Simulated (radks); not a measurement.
These are the eigenvalues of the occupied orbitals of an atom or ion with whole-number occupations (hartree). All-electron calculation, Dirac Kohn-Sham, LDA (Slater exchange, VWN5 correlation), spin-unpolarised, spherical densities, finite nucleus; Fermi nuclear charge, rms radius of each element as measured or else 0.836 A^(1/3) + 0.57 fm. Program: a radial shooting solver on a logarithmic mesh with Libxc functionals.

1s1/2: -1214.157
2s1/2: -191.0029
2p1/2: -179.5925
2p3/2: -168.6188
3s1/2: -41.64324
3p1/2: -36.90999
3p3/2: -34.83993
3d3/2: -26.46323
3d5/2: -26.02657
4s1/2: -10.31301
4p1/2: -8.63840
4p3/2: -8.21618
4d3/2: -5.48573
4d5/2: -5.41570
4f5/2: -2.51021
4f7/2: -2.50450

Which element is it, and in what charge state? The configuration may be excited. Open shells, if any, are shared by 2j + 1.

Answer. Z = 53, iodine, charge +7: I7+ in [Ar] 3d10 4s2 4p4 4d10 4f2. The list shows which subshells hold electrons but not how many an open one holds; the 1s level, -1214.2 hartree, gives Z - s = 49.3 by -(Z - s)^2/2, which with screening and relativity narrows Z to a few neighbours, and the depths of the outer levels then fix element, charge and occupations together.
